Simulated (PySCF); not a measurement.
Successive ionisation energies of osmium

Calculated with PySCF 2.14, two-component X2C-1e (Gaussian nucleus, no Breit or QED terms), each ion in its own even-tempered basis; GMP2 freezes the deep shells of the larger ions and drops the highest virtual spinors; eV.

```json
{"ion": "Os³⁰⁺", "configuration": "[Kr] 4d10", "GHF (screened spin-orbit)": "1260.7", "GMP2 (screened spin-orbit)": "1261.0", "NIST": "1262 ± 4", "kind": "theoretical"}
{"ion": "Os³¹⁺", "configuration": "[Kr] 4d9", "GHF (screened spin-orbit)": "1310.0", "GMP2 (screened spin-orbit)": "1310.4", "NIST": "1311 ± 4", "kind": "theoretical"}
{"ion": "Os³²⁺", "configuration": "[Kr] 4d8", "GHF (screened spin-orbit)": "1362.8", "GMP2 (screened spin-orbit)": "1363.2", "NIST": "1364 ± 4", "kind": "theoretical"}
{"ion": "Os³³⁺", "configuration": "[Kr] 4d7", "GHF (screened spin-orbit)": "1419.2", "GMP2 (screened spin-orbit)": "1419.2", "NIST": "1420 ± 5", "kind": "theoretical"}
{"ion": "Os³⁴⁺", "configuration": "[Kr] 4d6", "GHF (screened spin-orbit)": "1473.6", "GMP2 (screened spin-orbit)": "1473.5", "NIST": "1474 ± 5", "kind": "theoretical"}
{"ion": "Os³⁵⁺", "configuration": "[Kr] 4d5", "GHF (screened spin-orbit)": "1527.3", "GMP2 (screened spin-orbit)": "1527.1", "NIST": "1528 ± 5", "kind": "theoretical"}
{"ion": "Os³⁶⁺", "configuration": "[Kr] 4d4", "GHF (screened spin-orbit)": "1605.9", "GMP2 (screened spin-orbit)": "1606.4", "NIST": "1606 ± 5", "kind": "theoretical"}
{"ion": "Os³⁷⁺", "configuration": "[Kr] 4d3", "GHF (screened spin-orbit)": "1661.1", "GMP2 (screened spin-orbit)": "1661.7", "NIST": "1660 ± 4", "kind": "theoretical"}
{"ion": "Os³⁸⁺", "configuration": "[Kr] 4d2", "GHF (screened spin-orbit)": "1721.3", "GMP2 (screened spin-orbit)": "1721.4", "NIST": "1720 ± 4", "kind": "theoretical"}
{"ion": "Os³⁹⁺", "configuration": "[Kr] 4d1", "GHF (screened spin-orbit)": "1777.4", "GMP2 (screened spin-orbit)": "1777.5", "NIST": "1776 ± 4", "kind": "theoretical"}
{"ion": "Os⁴⁰⁺", "configuration": "[Kr]", "GHF (screened spin-orbit)": "1990.4", "GMP2 (screened spin-orbit)": "1991.9", "NIST": "1996 ± 4", "kind": "theoretical"}
{"ion": "Os⁴¹⁺", "configuration": "[Ar] 3d10 4s2 4p5", "GHF (screened spin-orbit)": "2045.3", "GMP2 (screened spin-orbit)": "2046.7", "NIST": "2052 ± 4", "kind": "theoretical"}
```
